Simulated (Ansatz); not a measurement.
Basis-set series for Cl3HHfSe, SMILES `[Cl][Hf]([Cl])([Cl])[SeH]`. Total charge 0; spin multiplicity 1. Hf takes the def2 core potential. The structure was optimised at the PBE0-D4/def2-TZVP level. It is one conformer, not always the lowest.

```csv
functional,basis,functions,energy (Eh),HOMO (eV),LUMO (eV)
PBE0-D4,def2-SVP,123,-3829.59637,-7.79,-2.38
PBE0-D4,def2-TZVPP,244,-3830.37696,-7.78,-2.32
ωB97M-V,def2-SVP,123,-3830.06520,-9.84,-0.28
ωB97M-V,def2-TZVPP,244,-3830.83937,-9.86,-0.25
```

(1) Give the rows for def2-QZVPP. (Estimate.)

Answers

(1) Computed: 
```json
{"functional": "PBE0-D4", "basis": "def2-QZVPP", "functions": "410", "energy (Eh)": "-3830.46804", "HOMO (eV)": "-7.79", "LUMO (eV)": "-2.35"}
{"functional": "ωB97M-V", "basis": "def2-QZVPP", "functions": "410", "energy (Eh)": "-3830.92681", "HOMO (eV)": "-9.88", "LUMO (eV)": "-0.30"}
```

Scalar relativity is left out up to krypton.
